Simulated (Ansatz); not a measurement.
Name a neutral molecule of F, Ge, O, Si and H with HOMO energy (PBE/def2-TZVPP) between -7.25 and -6.95 eV and size of the dipole moment (PBE/def2-TZVPP) between 1.55 and 1.85 D (Ansatz, PBE0-D4/def2-TZVP geometry).

`O[SiH2][GeH2][F]` (-7.03 eV, 1.73 D). Other molecules can fit too; these were computed, each in one conformer that needn't be the lowest.
